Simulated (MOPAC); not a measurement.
MOPAC input (AM1):

```
AM1 FORCE THERMO(298,298) PRECISE LET UHF MS=0.5 GEO-OK AUX(PRECISION=9) THREADS=1
H5O3Si2

O    -0.70588049 1   -1.71820874 1   -0.34571173 1
Si   -0.23286585 1   -0.09832493 1    0.11653280 1
O    -1.69104536 1    0.80656141 1   -0.22647267 1
O    -0.25684742 1   -0.19147639 1    1.86432681 1
Si    1.83975285 1    0.75946377 1   -0.88933889 1
H    -1.58806224 1   -1.79570905 1   -0.69119543 1
H    -2.18094645 1    1.08833616 1    0.53752889 1
H    -0.52799978 1   -1.03127990 1    2.21739648 1
H     2.98444221 1   -0.14186024 1   -0.79358336 1
H     2.14512766 1    2.14986817 1   -0.56466125 1
```

Output:

```
 *******************************************************************************
 **                                                                           **
 **                              MOPAC v23.2.5                                **
 **                                                                           **
 *******************************************************************************
 ** MOPAC's Digital Object Identifier: https://doi.org/10.5281/zenodo.6511958 **
 **                                                                           **
 ** Please cite the open-source release paper for use of this MOPAC version:  **
 ** J. E. Moussa and J. J. P. Stewart (2026)                                  **
 ** MOPAC: An open-source semiempirical molecular orbital program             **
 ** J. Open Source Softw., 11(119), 8025, https://doi.org/10.21105/joss.08025 **
 *******************************************************************************

                              AM1 CALCULATION RESULTS

 *******************************************************************************
 *  AM1        - The AM1 Hamiltonian to be used
 *  GEO-OK     - OVERRIDE INTERATOMIC DISTANCE AND OTHER SAFETY CHECKS
 *  UHF        - UNRESTRICTED HARTREE-FOCK CALCULATION
 *  MS=        - IN MECI, MAGNETIC COMPONENT OF SPIN =  0.5
 *  LET        - OVERRIDE SOME SAFETY CHECKS
 *  PRECISE    - TIGHTER CRITERIA TO BE USED
 *  FORCE      - FORCE CALCULATION SPECIFIED
 *  AUX        - OUTPUT AUXILIARY INFORMATION
 *  THERMO     - THERMODYNAMIC QUANTITIES TO BE CALCULATED
 *******************************************************************************
AM1 FORCE THERMO(298,298) PRECISE LET UHF MS=0.5 GEO-OK AUX(PRECISION=9) THREADS=1
 H5O3Si2

   ATOM   CHEMICAL          X               Y               Z
  NUMBER   SYMBOL      (ANGSTROMS)     (ANGSTROMS)     (ANGSTROMS)

     1       O         -0.70588049  *  -1.71820874  *  -0.34571173  *
     2      Si         -0.23286585  *  -0.09832493  *   0.11653280  *
     3       O         -1.69104536  *   0.80656141  *  -0.22647267  *
     4       O         -0.25684742  *  -0.19147639  *   1.86432681  *
     5      Si          1.83975285  *   0.75946377  *  -0.88933889  *
     6       H         -1.58806224  *  -1.79570905  *  -0.69119543  *
     7       H         -2.18094645  *   1.08833616  *   0.53752889  *
     8       H         -0.52799978  *  -1.03127990  *   2.21739648  *
     9       H          2.98444221  *  -0.14186024  *  -0.79358336  *
    10       H          2.14512766  *   2.14986817  *  -0.56466125  *

          CARTESIAN COORDINATES

    NO.       ATOM           X           Y           Z

     1         O         -0.7059     -1.7182     -0.3457
     2        Si         -0.2329     -0.0983      0.1165
     3         O         -1.6910      0.8066     -0.2265
     4         O         -0.2568     -0.1915      1.8643
     5        Si          1.8398      0.7595     -0.8893
     6         H         -1.5881     -1.7957     -0.6912
     7         H         -2.1809      1.0883      0.5375
     8         H         -0.5280     -1.0313      2.2174
     9         H          2.9844     -0.1419     -0.7936
    10         H          2.1451      2.1499     -0.5647

  H: (AM1): M.J.S. DEWAR ET AL, J. AM. CHEM. SOC. 107 3902-3909 (1985)
  O: (AM1): M.J.S. DEWAR ET AL, J. AM. CHEM. SOC. 107 3902-3909 (1985)
[...]

 VIBRATION         20   20A           ATOM PAIR      ENERGY CONTRIBUTION    RADIAL
 FREQUENCY          2239.92         Si 5 -- H  9         +55.1% ( 74.9%)     98.6%
 TRANSITION DIPOLE   0.2401         Si 5 -- H 10         +44.7% ( 67.4%)     98.0%
 TRAVEL (Ang.)       0.2395         Si 2 -- Si 5          +0.2% (  4.9%)      0.1%
 REDUCED MASS        0.5249
 EFFECTIVE MASS      1.4560
 FORCE CONSTANT      1.5515

 VIBRATION         21   21A           ATOM PAIR      ENERGY CONTRIBUTION    RADIAL
 FREQUENCY          2240.58         Si 5 -- H 10         +55.3% ( 73.9%)     98.9%
 TRANSITION DIPOLE   0.1051         Si 5 -- H  9         +44.6% ( 66.3%)     98.2%
 TRAVEL (Ang.)       0.2452
 REDUCED MASS        0.5004
 EFFECTIVE MASS      1.1797
 FORCE CONSTANT      1.4800

 VIBRATION         22   22A           ATOM PAIR      ENERGY CONTRIBUTION    RADIAL
 FREQUENCY          3574.84         O  1 -- H  6         +72.0% ( 85.0%)     99.9%
 TRANSITION DIPOLE   0.8144         O  4 -- H  8         +27.0% ( 52.1%)     99.9%
 TRAVEL (Ang.)       0.1827         O  3 -- H  7          +0.6% (  7.7%)     99.8%
 REDUCED MASS        0.5653         O  1 -- Si 2          +0.3% (  5.3%)     19.4%
 EFFECTIVE MASS      1.3835
 FORCE CONSTANT      4.2563

 VIBRATION         23   23A           ATOM PAIR      ENERGY CONTRIBUTION    RADIAL
 FREQUENCY          3576.03         O  4 -- H  8         +57.2% ( 75.8%)     99.9%
 TRANSITION DIPOLE   0.8921         O  3 -- H  7         +25.0% ( 50.1%)     99.9%
 TRAVEL (Ang.)       0.2168         O  1 -- H  6         +17.4% ( 41.8%)     99.9%
 REDUCED MASS        0.4011         Si 2 -- O  4          +0.2% (  4.7%)     20.3%
 EFFECTIVE MASS      1.3836
 FORCE CONSTANT      3.0219

 VIBRATION         24   24A           ATOM PAIR      ENERGY CONTRIBUTION    RADIAL
 FREQUENCY          3578.72         O  3 -- H  7         +74.0% ( 86.2%)     99.9%
 TRANSITION DIPOLE   1.2281         O  4 -- H  8         +15.4% ( 39.3%)     99.9%
 TRAVEL (Ang.)       0.1841         O  1 -- H  6         +10.1% ( 31.9%)     99.8%
 REDUCED MASS        0.5561         Si 2 -- O  3          +0.3% (  5.3%)     20.0%
 EFFECTIVE MASS      1.3841
 FORCE CONSTANT      4.1959

      SYMMETRY NUMBER FOR POINT-GROUP C1  =  1

          SYSTEM IS A GROUND STATE

 H5O3Si2

          MOLECULE IS NOT LINEAR

          THERE ARE 24 GENUINE VIBRATIONS IN THIS SYSTEM
          THIS THERMODYNAMICS CALCULATION IS LIMITED TO
          MOLECULES WHICH HAVE NO INTERNAL ROTATIONS

                    CALCULATED THERMODYNAMIC PROPERTIES
                                          *
   TEMP. (K)   PARTITION FUNCTION   H.O.F.    ENTHALPY  HEAT CAPACITY ENTROPY
                                   KCAL/MOL   CAL/MOLE    CAL/K/MOL  CAL/K/MOL

 298.00  VIB.     0.3547D+04                  4389.2508    24.9516    30.9723
         ROT.     0.2447D+06                   888.2803     2.9808    27.6377
         INT.     0.8680D+09                  5277.5311    27.9324    58.6100
         TRA.     0.1103D+28                  1480.4672     4.9680    39.9784
         TOT.                     -180.817    6757.9983    32.9004    98.5883

   *: NOTE: HEATS OF FORMATION ARE RELATIVE TO THE
            ELEMENTS IN THEIR STANDARD STATE AT 298K
              (=  Standard Enthalpy of Formation).

            Hvib:  Zero-point energy is not included.
                   frequencies of less than zero cm-1 are not included.
            Hrot = (3/2)RT
            Htra = (3/2)RT + pV = (5/2)RT

            Heat capacity is Cp, not Cv

          For more information, see: HTTP://OpenMOPAC.net/Manual/thermochemistry.html

           FORCE CONSTANT IN CARTESIAN COORDINATES (Millidynes/A)

    ATOM   CHEMICAL       X               Y               Z
   NUMBER   SYMBOL  FORCE CONSTANT  FORCE CONSTANT  FORCE CONSTANT

      1       O        5.723290        6.230450        0.177843
      2      Si        5.779711        5.679114        5.413196
      3       O        1.204579        5.235503        5.675016
      4       O        5.156608        0.568769        6.386768
      5      Si        3.672055        3.201556        1.038387
      6       H        1.926035        5.764213        0.035998
      7       H        0.895863        1.575541        5.258231
      8       H        4.484531        0.188283        3.055935
      9       H        0.508268        2.514774        0.084265
     10       H        2.858678        0.184042        0.065906

 **********************
 *                    *
 * JOB ENDED NORMALLY *
 *                    *
 **********************

 == MOPAC DONE ==
```
